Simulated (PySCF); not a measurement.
## TDDFT excited states: C5H6O3

C₅H₆O₃.
InChI=1S/C5H6O3/c6-4-8-5-1-2-7-3-5/h1,4H,2-3H2

Method: PySCF 2.14.0, density-fitted response routines, TDDFT PBE0/def2-SVPD, vertical, gas phase, core orbitals frozen in the response. The structure is a single GFN2-xTB conformer in the gas phase; no vibrational or solvent corrections. Torsions of this conformer, `[O:1]=[CH:2][O:3][C:4]1=[CH:5][CH2:6][O:7][CH2:8]1`: O1–C2–O3–C4 0°, C2–O3–C4–C5 1°.

```csv
state,E (eV),λ (nm),f,"main configurations (H = HOMO, L = LUMO)"
S1,5.31,233.6,0.082,H→L (98%)
S2,5.67,218.7,0.0018,H-2→L (95%)
S3,6.34,195.5,0.061,"H-1→L (82%), H→L+2 (16%)"
S4,6.53,189.9,0.0054,H→L+1 (90%)
S5,6.92,179.1,0.0037,"H→L+3 (71%), H→L+5 (12%)"
S6,6.95,178.4,0.107,"H→L+2 (74%), H-1→L (16%)"
```

Triplets (Tamm–Dancoff): T1 4.10 eV, H→L (62%), H→L+2 (17%), H-1→L (13%); T2 5.09 eV, H-2→L (92%).

The lowest singlet comes at 234 nm (512 kJ/mol) in the ultraviolet; it is of moderate strength; its leading configuration is HOMO→LUMO (98%). The most intense listed level is S6 at 6.95 eV (178 nm, f = 0.107), 1.64 eV above S1. It is the last of those listed, so stronger ones may follow. Löwdin shares by element: HOMO carbon 44% or more, oxygen 20% or more (atoms not listed hold the other 37%); LUMO carbon 43% or more, oxygen 38% or more (atoms not listed hold the other 19%). The listed states span 1.64 eV, and the widest gap between neighbours is 0.67 eV (S2 to S3). Orbital energies (eV): HOMO-3 -9.63, HOMO-2 -8.74, HOMO-1 -8.17, HOMO -7.01, LUMO -0.81, LUMO+1 0.69, LUMO+2 0.80. The oscillator strengths of these states sum to 0.261; summed over the whole spectrum of an exact calculation they would give the number of electrons, 60 (Thomas–Reiche–Kuhn). The window holds the lowest 6 singlets.

The run took 35 s wall (grids of density and orbitals included) on an Arm Neoverse V2 with one thread (shared host), and the process peaked at 0.92 GiB of memory.
